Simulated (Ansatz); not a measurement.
2 `[OH][AlH][Cl]` → `[Cl][Al@H-]1[OH+][Al@H-]([Cl])[OH+]1`  (dimerisation)

Computed with Ansatz on PBE0-D4/def2-TZVP structures; ΔE is electronic, products minus reactants. CCSD(T)/CBS adds triple-zeta CCSD(T) − MP2 to the extrapolated MP2 energy (def2 sets, frozen cores). This one scheme is used for every species. DFT in def2-TZVPP. B3LYP here is the variant with VWN-RPA as its local correlation; programs differ in this. Each species was taken in one conformer, which may not be the lowest.

| level | ΔE (kJ/mol) |
| --- | --- |
| B3LYP-D4 | -243.3 |
| r2SCANh-D4 | -261.1 |
| CAM-B3LYP-D4 | -253.2 |
| MP2/def2-TZVPP | -251.5 |

Q: What does CCSD(T)/CBS give? (An estimate is asked.)

A: Computed: -255.6 kJ/mol. The listed levels differ from it by 12.3, -5.5, 2.4, 4.1 kJ/mol.

Largest T1 diagnostic among the species: 0.011.

At CCSD(T), def2-SVP lies −33.1 kJ/mol from the extrapolated value and def2-TZVPP +3.0 kJ/mol. From r2SCAN to r2SCAN0 (25 % exact exchange), in def2-TZVPP and without D4, ΔE moves by −9.0 kJ/mol. Leaving LDA and LC-ωPBE aside and taking each functional with its dispersion term where it has one, the values, not all of them listed here, spread over 41.0 kJ/mol, from r2SCAN0-D4 to BLYP-D4. LDA lies −50.1 kJ/mol from PBE without D4.
